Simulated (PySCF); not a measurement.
**Cost of excited-state runs on SMILES [H]/P=C(/C)[SiH3], C$_{2}$H$_{7}$PSi**

Geometry:
```
atom   x (Å)   y (Å)   z (Å)
  C1   1.621  -0.379  -0.212
  C2   0.337   0.376  -0.008
 Si3  -1.195  -0.643   0.370
  P4   0.341   2.053  -0.134
  H5   2.465   0.284  -0.460
  H6   1.519  -1.120  -1.023
  H7   1.888  -0.947   0.695
  H8  -1.475  -1.575  -0.768
  H9  -0.956  -1.483   1.587
 H10  -2.377   0.238   0.595
 H11  -1.049   2.290   0.135
```

PySCF with density fitting, on 1 thread of an Arm Neoverse V2, shared host. Command: `OMP_NUM_THREADS=1 python excited_run.py task.json out`

(1) How long does each of these runs take, and how much memory?
- magnetisability and related constants, B3LYP/pcSseg-1; isotopologues
- magnetisability and related constants, HSE06/MINI; usual settings

Results:

(1) 
| run | level | basis functions | wall time | peak memory (GiB) |
| --- | --- | --- | --- | --- |
| magnetisability and related constants | B3LYP/pcSseg-1 | 117 | 6.8 s | 0.57 |
| magnetisability and related constants | HSE06/MINI | 35 | 4 s | 0.5 |

Times from a shared host are rough.
